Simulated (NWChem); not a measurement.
# GeH3TeI; SMILES [GeH3][Te]I

```xyz
6

Te     1.0767    -0.4821     0.0000
I     -0.3797     1.8178     0.0000
Ge    -0.9934    -2.0103     0.0000
H     -0.4261    -3.4418     0.0000
H     -1.8238    -1.7505     1.2654
H     -1.8238    -1.7505    -1.2654
```
Atoms are numbered in this order, from 1.

All runs: NWChem. Structure relaxed at the PBE0/def2-SVP (def2 core potentials past Kr) level.

For level TPSS/3-21G, non-relativistic:

highest occupied level (eV): -5.40
orbital gap (eV): 1.85
dipole (D): 1.97

### Question
Estimate the same quantities for level TPSS/STO-3G, non-relativistic.

### Answer
| Property | Value |
|---|---|
| highest occupied level (eV) | -2.82 |
| orbital gap (eV) | 2.51 |
| dipole (D) | 2.39 |
